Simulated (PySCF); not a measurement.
H6N3Si, SMILES N[Si](N)N, multiplicity 2. Atoms are numbered in the order given.

```xyz
10

N      0.4647     1.5562     0.2288
Si     0.0000     0.0000    -0.4224
N      1.1153    -1.1805     0.2288
N     -1.5800    -0.3757     0.2288
H     -0.2712     2.0876     0.6895
H      1.0587     2.1720    -0.3195
H      1.3516    -2.0028    -0.3195
H      1.9435    -0.8089     0.6895
H     -2.4103    -0.1691    -0.3195
H     -1.6723    -1.2787     0.6895
```
Charge 0, spin multiplicity 2.

Coordinates come from a B3LYP-D3(BJ)/def2-SVP optimisation. Other conformers were not sampled.

Calculation: CAM-B3LYP/def2-TZVP (PySCF).

Gas-phase values at a fixed geometry.

```
Property                                                                                                        Result
---------------------------------------------------------------------------------------------  -----------------------
total energy                                                                                        -457.42300 hartree
point group                                                                                                         C3
α spin, highest occupied and lowest empty level                                                      -6.05 and 1.98 eV
β spin, highest occupied and lowest empty level                                                     -8.80 and -0.43 eV
dipole moment                                                                                                   0.75 D
quadrupole, principal values (traceless, Buckingham form, about the centre of nuclear charge)    -8.27, 4.14, 4.14 D·Å
mean static polarisability                                                                        53.2 bohr³ (7.88 Å³)
polarisability, principal values                                                                45.6, 56.9, 56.9 bohr³
⟨S²⟩                                                                                           0.753 (pure state 0.75)
```
